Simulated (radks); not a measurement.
The numbers below are computed, except where a source is named.
Question: Isoelectronic series with 12 electrons, each ion in its NIST ground configuration. Code: a radial shooting solver on a logarithmic mesh with Libxc functionals. Model: scalar-relativistic Kohn-Sham, PBEsol, spin-polarised, spherical densities, finite nucleus; Fermi nuclear charge, rms radius of each element as measured or else 0.836 A^(1/3) + 0.57 fm. Total energies (hartree) and mean radii <r> (bohr):

ion    configuration  E (hartree)      3s       2p      2s
Mg          [Ne] 3s2   -199.84028   3.153   0.6898  0.6984
Ar6+        [Ne] 3s2   -517.13612   1.186   0.3728  0.4116
Sc9+        [Ne] 3s2   -733.90895  0.9269   0.3037  0.3405
Cr12+       [Ne] 3s2   -989.74936  0.7625   0.2562  0.2900
Co15+       [Ne] 3s2  -1284.99695  0.6480   0.2214  0.2524
Zn18+       [Ne] 3s2  -1620.05467  0.5634   0.1949  0.2231
As21+       [Ne] 3s2  -1995.38784  0.4981   0.1740  0.1997
Kr24+       [Ne] 3s2  -2411.52717  0.4462   0.1571  0.1806
Mo30+       [Ne] 3s2  -3368.68413  0.3685   0.1313  0.1512
Rh33+       [Ne] 3s2  -3911.11729  0.3386   0.1213  0.1395
Cd36+       [Ne] 3s2  -4497.19509  0.3129   0.1126  0.1294
Sb39+       [Ne] 3s2  -5127.83794  0.2907   0.1050  0.1206
Xe42+       [Ne] 3s2  -5804.05514  0.2711  0.09832  0.1127

Estimate the row of P3+ ([Ne] 3s2).

Answer: E (hartree) -339.16274; 3s 1.671; 2p 0.4833; 2s 0.5190.
